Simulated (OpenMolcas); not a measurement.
# Pd3+: effect of the metal basis

Pd3+ with its 6 nearest fluoride ions at 2.108 Å, on the Y site of Cs2NaYF6 (a = 9.075 Å, distance in the model lattice 2.178 Å). The rest of the host is ab initio model potentials to 7.6 Å and point charges beyond; the distance is set by hand and nothing relaxes.

```
Program             : OpenMolcas
Method              : CASSCF
Spin-orbit coupling : RASSI with atomic mean-field integrals over the reference wave functions
```

Fixed: ligand basis ANO-RCC-VDZP, active space 7 electrons in 5 orbitals (4d), DKH2 Hamiltonian.

States (labels of O, the rotations of Oh). Energies in cm-1 above the lowest state or level, χT in cm3 K/mol; under a threefold ground state the first gap can be a small split of the lowest multiplet, not the spin-orbit step; 10Dq and B are least-squares fits to the states below 45000 cm-1, weighted by degeneracy, with a free offset, and given where the rms deviation is under 5 % of |10Dq| (or 100 cm-1) and under 700 cm-1.

```json
{"Run": "A", "Metal basis": "ANO-RCC-VDZP", "Ground state": "2E", "First state of that spin": "13930", "10Dq": "16592", "B (rms of fit)": "802 (316)", "First gap with spin-orbit (degeneracies)": "299.3 (4, 2)", "χT at 300 K": "1.254", "First state of another spin": "4T1 439.4", "Cost": "roughly 30 core-seconds"}
{"Run": "B", "Metal basis": "ANO-RCC-VTZP", "Ground state": "4T1", "First state of that spin": "4T2 14186", "10Dq": "16133", "B (rms of fit)": "815 (338)", "First gap with spin-orbit (degeneracies)": "158.7 (2, 4)", "χT at 300 K": "2.260", "First state of another spin": "2E 419.3", "Cost": "roughly 40 core-seconds"}
```

Against A, |10Dq| changes by -2.8 % in B.

Costs are those of the RASSCF and RASSI steps.

Without dynamic correlation the repulsion within the d shell is too large (B by tens of per cent), so at a given field states of lower spin stand too high. With metal d orbitals alone the field can be off either way by tens of per cent. Ligand-to-metal charge-transfer states are missing. With no ligand orbital active B as a rule stays too high, so bands that hang on it stand too high and its fall with covalency is understated. Spin-orbit coupling mixes the spin-free states strongly: the lowest level takes only 58 % from its leading state, 2E (holds for A). An orbital doublet at a regular site is open to a Jahn-Teller distortion, which this geometry leaves out (holds for A). This shell can be high or low spin here, a state of another spin lies low, and with metal d orbitals alone active their balance is uncertain, so the ground spin may be wrong, although the usual error favours high spin (holds for A). The least metal-like active orbital is 77 % on the metal (Löwdin) and no ligand orbital is active, so the numbers are rough (holds for A). An orbital triplet at a regular site is open to Jahn-Teller coupling, which can distort the site and quench the lowest spin-orbit gaps and is left out (holds for B). This shell can be high or low spin here, a state of another spin lies low, and with metal d orbitals alone active their balance is uncertain, so the ground spin may be wrong (holds for B). The least metal-like active orbital is 81 % on the metal (Löwdin) and no ligand orbital is active, so the numbers are rough (holds for B). No measured value stands beside these numbers; the geometry was set by hand and not optimised.
